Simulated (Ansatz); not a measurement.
The same molecule with X = O, S, Se. Ansatz, PBE0-D4/def2-TZVP geometries, multiplicity 1. Each molecule was computed in one conformer, which needn't be the lowest.

Scalar relativity is left out up to krypton. Spin–orbit coupling is left out; it splits and shifts lone-pair levels of the heavy atoms by tenths of an eV.

```json
{"X": "O", "molecule": "`[OH][Ti]([F])([F])[Cl]`", "mean X–H bond length / Å": "0.958", "mean X–Ti bond length / Å": "1.758", "HOMO–LUMO gap (PBE0/def2-TZVPP) / eV": "6.76", "HOMO–LUMO gap (PBE/def2-TZVPP) / eV": "4.37", "HOMO energy (B3LYP/def2-TZVPP) / eV": "-9.35"}
{"X": "S", "molecule": "`[F][Ti]([F])([SH])[Cl]`", "mean X–H bond length / Å": "1.349", "mean X–Ti bond length / Å": "2.265", "HOMO–LUMO gap (PBE0/def2-TZVPP) / eV": "5.13", "HOMO–LUMO gap (PBE/def2-TZVPP) / eV": "2.97", "HOMO energy (B3LYP/def2-TZVPP) / eV": "-8.16"}
```

Problem. Give the row for X = Se, `[F][Ti]([F])([Cl])[SeH]`. (Estimate.)

Solution. The calculation gave: 
```json
{"X": "Se", "molecule": "`[F][Ti]([F])([Cl])[SeH]`", "mean X–H bond length / Å": "1.474", "mean X–Ti bond length / Å": "2.402", "HOMO–LUMO gap (PBE0/def2-TZVPP) / eV": "4.63", "HOMO–LUMO gap (PBE/def2-TZVPP) / eV": "2.59", "HOMO energy (B3LYP/def2-TZVPP) / eV": "-7.69"}
```

From O to Se the mean X–H bond length rises at each step, by 0.516 Å in all; the mean X–Ti bond length rises at each step, by 0.644 Å in all; the HOMO–LUMO gap (PBE0/def2-TZVPP) falls at each step, by 2.13 eV in all; the HOMO–LUMO gap (PBE/def2-TZVPP) falls at each step, by 1.78 eV in all; the HOMO energy (B3LYP/def2-TZVPP) rises at each step, by 1.66 eV in all. Bonds lengthen as the atom grows down the group.

B3LYP here is the variant with VWN-RPA as its local correlation; programs differ in this.
